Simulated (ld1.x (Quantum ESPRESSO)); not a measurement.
## bismuth (Bi), ultrasoft: configuration errors across variants

ld1.x (Quantum ESPRESSO) 7.5 input, shortened:

```
&input
   title='Bi', zed=83., rel=1, dft='PBE', iswitch=3,
   config='[Xe] 4f14 5d10 6s1 6p4'
 /
 &inputp
   pseudotype=3, tm=.true., lloc=-1, rcloc=1.95,
   nlcc=.false.
 /
6
6S  1  0   1.00   0.00  1.60  2.00  0.0
6S  1  0   0.00  -0.50  1.60  2.00  0.0
6P  2  1   4.00   0.00  2.05  2.75  0.0
6P  2  1   0.00   0.80  2.05  2.75  0.0
5D  3  2  10.00   0.00  1.90  2.00  0.0
5D  3  2   0.00  -0.90  1.90  2.00  0.0
 &test
   configts(1)='5d10 6s1 6p4'
 /
```

All-electron excitation energies from the reference (eV): (1) 5d10 6s2 6p3 -10.082; (2) 5d10 6s2 6p2 -2.170; (3) 5d10 6s2 6p1 13.077; (4) 5d9 6s2 6p4 14.125.

The overlap operator is not positive definite (basis up to 400 Ry) in “waves 6s (bound): rcut 1.60, rcutus 3.00 bohr; 6s channel at -0.5 Ry: rcut 1.60, rcutus 3.00 bohr”. Such files are unfit for use, however small their errors in these radial tests.

3 further variants failed, have other tests or too few solved ones, and are left out.

A true bound ghost makes a file unfit for plane-wave use even where its test errors are small: the radial tests pick states by their node count and pass the ghost by.

Errors AE − PS in meV (a dash: test not solved or not reliable):

| change | (1) | (2) | (3) | (4) | bound ghosts |
| --- | --- | --- | --- | --- | --- |
| base | -1.5 | -8.9 | -19 | -485 | not determined |
| waves 6s (bound): rcut 1.60, rcutus 1.90 bohr; 6s channel at -0.5 Ry: rcut 1.60, rcutus 1.90 bohr | -1.5 | -9.0 | -19 | -491 | not determined |
| waves 6s (bound): rcut 1.60, rcutus 2.08 bohr; 6s channel at -0.5 Ry: rcut 1.60, rcutus 2.08 bohr | -1.4 | -8.8 | -19 | -451 | not determined |
| waves 6s (bound): rcut 1.60, rcutus 2.28 bohr; 6s channel at -0.5 Ry: rcut 1.60, rcutus 2.28 bohr | -1.4 | -8.2 | -17 | -261 | not determined |
| waves 6s (bound): rcut 1.60, rcutus 2.66 bohr; 6s channel at -0.5 Ry: rcut 1.60, rcutus 2.66 bohr | – | – | – | – | s |
| waves 6s (bound): rcut 1.60, rcutus 2.82 bohr; 6s channel at -0.5 Ry: rcut 1.60, rcutus 2.82 bohr | – | – | – | – | s |
| waves 6s (bound): rcut 1.60, rcutus 3.00 bohr; 6s channel at -0.5 Ry: rcut 1.60, rcutus 3.00 bohr | -0.5 | -7.4 | -18 | -417 | not determined (overlap not positive) |

**Question.** Give the same row for: waves 6s (bound): rcut 1.60, rcutus 2.42 bohr; 6s channel at -0.5 Ry: rcut 1.60, rcutus 2.42 bohr.

**Answer.** –, –, –, –; bound ghosts: not determined.
